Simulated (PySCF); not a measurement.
C₃H₇ClSi, SMILES C/C=C/[SiH2]Cl.

Coordinates come from a PBE0-D3(BJ)/def2-SVP optimisation. The structure was generated by enumeration; whether it is a known compound was not checked. One conformer was computed; it need not be the lowest.

Two levels are set side by side: PBE/def2-TZVP (PySCF) and M06-2X/def2-TZVP (PySCF). Same geometry, gas phase. Differences are taken from unrounded values.

```
quantity                       PBE
---------------------------  -----
orbital gap (eV)              5.07
highest occupied level (eV)  -6.74
lowest empty level (eV)      -1.67
dipole moment (D)             2.61
mean polarisability (bohr³)   78.3
```

### Question
These are the PBE values. What does M06-2X give? (An estimate is asked for; the answer gives what the named calculation found.)

### Answer

| quantity | M06-2X | PBE minus M06-2X |
|---|---|---|
| orbital gap (eV) | 9.23 | -4.16 |
| highest occupied level (eV) | -9.05 | 2.30 |
| lowest empty level (eV) | 0.19 | -1.86 |
| dipole moment (D) | 2.65 | -0.05 |
| mean polarisability (bohr³) | 74.7 | 3.7 |

PBE's occupied levels lie high since its potential decays too fast outside the molecule; exact exchange lowers them and widens the gap. Loosely held outer electrons make PBE densities more polarisable. Differences between two approximate levels are no errors against the true value.

Rough cost on one machine, each run with all the roots and properties that it gave: M06-2X against PBE about 3 times.
